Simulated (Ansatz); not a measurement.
Cost and result for the atomization energy of CH$_{6}$O$_{2}$SiSn, SMILES `O[SiH]1O[CH2][SnH2]1` (11 atoms, 11 bonds).

```xyz
11

O    -1.597   -0.855    1.597
Si   -1.157   -0.444    0.070
O     0.178   -1.246   -0.504
C     1.354   -0.430   -0.545
Sn    0.450    1.527   -0.071
H    -2.249   -1.550    1.705
H    -2.308   -0.733   -0.830
H     1.800   -0.483   -1.540
H     2.080   -0.772    0.195
H     0.410    2.627   -1.378
H     1.039    2.358    1.300
```

Total charge 0; spin multiplicity 1. Correlated methods include outer-core shells of Sn, which these sets cover unevenly. Sn takes the def2 core potential. Geometry: relaxed with PBE0-D4/def2-TZVP. It is one conformer, not always the lowest. Program: Ansatz. All runs use 4 threads of an Arm Neoverse V2 on a shared host. Times are those of one run each, without the atoms' runs, and a repeat can differ threefold. Electronic energies, without spin–orbit coupling; frozen cores. CCSD(T)/CBS adds CCSD(T) − MP2 in def2-TZVPP to the MP2 limit, and its time is that of the two runs behind it. T1 = 0.014. With those shells the extrapolation isn't a true limit. B3LYP takes the VWN-RPA correlation (the form of Gaussian; ORCA's B3LYP/G).

CCSD(T)/CBS is a level of theory with its own doubt, some kJ/mol a heavy atom from the limit and from the frozen cores, so smaller differences don't rank the functionals.

| level | functions | wall time |
| --- | --- | --- |
| PBE-D4/def2-TZVPP (with forces) | 269 | 3 s |
| PBE0-D4/def2-TZVPP | 269 | 3.7 s |
| r2SCAN-D4/def2-TZVPP (with forces) | 269 | 6 s |
| B3LYP-D4/def2-TZVPP (with forces) | 269 | 6 s |
| B2PLYP/def2-TZVPP | 269 | 7 s |
| ωB97X-V/def2-TZVPP | 269 | 9 s |
| ωB97M-V/def2-TZVPP (with forces) | 269 | 13 s |
| MP2/def2-QZVPP | 503 | 24 s |
| CCSD(T)/def2-TZVPP | 269 | 4.9 min |
| CCSD(T)/CBS(def2) | – | 5.3 min |

(1) What atomization energy does each give, and how far from CCSD(T)/CBS? (Estimate.)

## Answers

(1) The calculation gave: 
```json
{"level": "PBE-D4/def2-TZVPP (with forces)", "atomization (kJ/mol)": "3800.6", "difference from CCSD(T)/CBS": "18.6", "per bond": "1.7"}
{"level": "PBE0-D4/def2-TZVPP", "atomization (kJ/mol)": "3722.4", "difference from CCSD(T)/CBS": "-59.6", "per bond": "-5.4"}
{"level": "r2SCAN-D4/def2-TZVPP (with forces)", "atomization (kJ/mol)": "3756.3", "difference from CCSD(T)/CBS": "-25.7", "per bond": "-2.3"}
{"level": "B3LYP-D4/def2-TZVPP (with forces)", "atomization (kJ/mol)": "3729.1", "difference from CCSD(T)/CBS": "-52.9", "per bond": "-4.8"}
{"level": "B2PLYP/def2-TZVPP", "atomization (kJ/mol)": "3692.9", "difference from CCSD(T)/CBS": "-89.1", "per bond": "-8.1"}
{"level": "ωB97X-V/def2-TZVPP", "atomization (kJ/mol)": "3777.0", "difference from CCSD(T)/CBS": "-5.0", "per bond": "-0.5"}
{"level": "ωB97M-V/def2-TZVPP (with forces)", "atomization (kJ/mol)": "3758.9", "difference from CCSD(T)/CBS": "-23.1", "per bond": "-2.1"}
{"level": "MP2/def2-QZVPP", "atomization (kJ/mol)": "3786.0", "difference from CCSD(T)/CBS": "4.0", "per bond": "0.4"}
{"level": "CCSD(T)/def2-TZVPP", "atomization (kJ/mol)": "3662.3", "difference from CCSD(T)/CBS": "-119.7", "per bond": "-10.9"}
{"level": "CCSD(T)/CBS(def2)", "atomization (kJ/mol)": "3782.0", "difference from CCSD(T)/CBS": "0.0", "per bond": "0.0"}
```

From PBE to PBE0 (25 % exact exchange), in def2-TZVPP and without D4, the atomization energy moves by −74.3 kJ/mol: exact exchange takes away binding that semilocal exchange gives to molecules. The D4 term adds +42.9 kJ/mol with B3LYP and +22.4 kJ/mol with PBE0; it sums over pairs of atoms, weighted by their polarisabilities, and B3LYP, whose exchange is more repulsive, gets the larger term. In def2-TZVPP, CCSD(T) changes the Hartree–Fock value by +1062.7 kJ/mol (the triples alone add +66.0 kJ/mol) and MP2 by +1114.6 kJ/mol; breaking electron pairs costs correlation energy, which Hartree–Fock lacks.

Spin–orbit coupling would lower the free Sn atoms strongly, and the atomization energy with them, by more than many differences here. For some Ge, Se and Sn compounds the MP2-based and the directly extrapolated limit differ by 10 to 25 kJ/mol.
